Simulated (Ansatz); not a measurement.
`S[SiH2]BCl` → `BCl` + `[SiH]S`  (silylene formation by 1,1-elimination)

Gas-phase electronic energies from Ansatz, PBE0-D4/def2-TZVP geometries. CBS: MP2 limit from def2 TZ/QZ plus the TZ coupled-cluster correction, frozen cores. This one scheme is used for every species. DFT in def2-TZVPP. Each species was taken in one conformer, which may not be the lowest.

```csv
level,ΔE (kcal/mol)
BLYP-D4,30.4
ωB97M-V,32.5
PBE-QIDH,37.9
HF/def2-TZVPP,30.2
```

Q: What does CCSD(T)/CBS give? (Best estimate.)

A: The calculation gave: +34.7 kcal/mol. The listed levels differ from it by -4.3, -2.2, 3.2, -4.5 kcal/mol.

Largest T1 diagnostic among the species: 0.016.

From PBE to PBE0 (25 % exact exchange), in def2-TZVPP and without D4, ΔE moves by +2.4 kcal/mol. The D4 term adds +3.6 kcal/mol with B3LYP and +2.0 kcal/mol with PBE0; it sums over pairs of atoms, weighted by their polarisabilities, and B3LYP, whose exchange is more repulsive, gets the larger term.

B3LYP here is the variant with VWN-RPA as its local correlation; programs differ in this.
